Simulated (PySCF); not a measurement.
This PySCF input asks for the NMR shieldings of SMILES B[SiH2]NC(C)C, C₃H₁₂BNSi; the geometry comes from GFN2-xTB.

```python
import basis_set_exchange as bse
import numpy as np
from pyscf import gto, dft
from pyscf.prop import nmr

atoms = """
B     3.360854    0.244399   -0.163402
Si    1.732493   -0.365603    0.717186
N     0.358740    0.277670   -0.099841
C    -1.010731    0.070851    0.307920
C    -1.854605    1.288475   -0.069163
C    -1.599615   -1.204959   -0.298915
H     3.385045    0.707218   -1.237475
H     4.388410    0.134428    0.383660
H     1.684222   -1.852038    0.837986
H     1.528063    0.079118    2.111648
H     0.419951    0.449093   -1.092820
H    -0.997829   -0.034510    1.397185
H    -1.430010    2.186084    0.373311
H    -2.875095    1.170254    0.285858
H    -1.875173    1.411703   -1.150882
H    -1.631565   -1.125717   -1.384135
H    -0.982495   -2.058377   -0.030404
H    -2.609420   -1.371771    0.067303
"""
names = dict.fromkeys(["B", "Si", "N", "C", "H"], "pcSseg-1")
basis = {el: gto.basis.parse(bse.get_basis(n, elements=[el], fmt="nwchem")) for el, n in names.items()}
mol = gto.M(atom=atoms, basis=basis, charge=0, verbose=0)
mf = dft.RKS(mol, xc="PBE0")
mf.grids.level = 2
mf.grids.alignment = dft.numint.BLKSIZE   # the property module wants whole blocks of grid points
mf.conv_tol = 1e-9
mf.kernel()

calc = nmr.RKS(mf)   # GIAO
C = mf.mo_coeff
Co = C[:, mf.mo_occ > 0]
resp = mf.gen_response(singlet=True, hermi=2)
def vind(x):   # induced exchange potential for any number of trial vectors
    d = np.einsum("pi,xij,qj->xpq", C, 2 * x.reshape(-1, C.shape[1], Co.shape[1]), Co, optimize=True)
    return np.einsum("xpq,pi,qj->xij", resp(d - d.transpose(0, 2, 1)), C, Co, optimize=True).ravel()
mo1, _ = nmr.rhf.solve_mo1(calc, with_cphf=vind)
sigma = calc.kernel(mo1)
for i, s in enumerate(sigma):   # ppm
    print("%2d %-2s %9.2f" % (i, mol.atom_pure_symbol(i), np.trace(s) / 3))
```

Problem. What does it print?

Solution. 
```
 0 B     -18.80
 1 Si    402.47
 2 N     224.87
 3 C     137.09
 4 C     157.36
 5 C     160.03
 6 H      20.93
 7 H      21.03
 8 H      26.26
 9 H      26.50
10 H      32.24
11 H      28.93
12 H      30.24
13 H      30.52
14 H      30.90
15 H      31.08
16 H      30.00
17 H      30.57
```

These numbers come from an equivalent density-fitted implementation of the same equations, which agrees with the script to about 0.01 ppm for H and up to a few tenths of a ppm for heavy atoms, so last digits may differ.

Size and cost of the density-fitted run: 169 basis functions, 23 s wall time on 1 thread of an Arm Neoverse V1, shared host; peak memory 0.82 GiB.
